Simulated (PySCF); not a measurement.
## Electron correlation in Ne⁺ (neon, charge +1)

[He] 2s2 2p5, 2P determinant. Computed with PySCF 2.14 in dyall-acv3z (15s9p4d2f, 76 functions), with the non-relativistic Hamiltonian (point nucleus). Frozen: 1s2; 7 electrons correlated; the 19 highest virtual orbitals of each spin left out.

| level | correlation energy (mhartree) |
| --- | --- |
| CCSD | -220.07 |
| (T) | -2.99 |
| CCSD(T) | -223.06 |

Diagnostics: T1 = 0.0040, D1 = 0.0062, largest double amplitude 0.023.

Cost of the coupled-cluster step: about 6 core-seconds, for 7 correlated electrons.
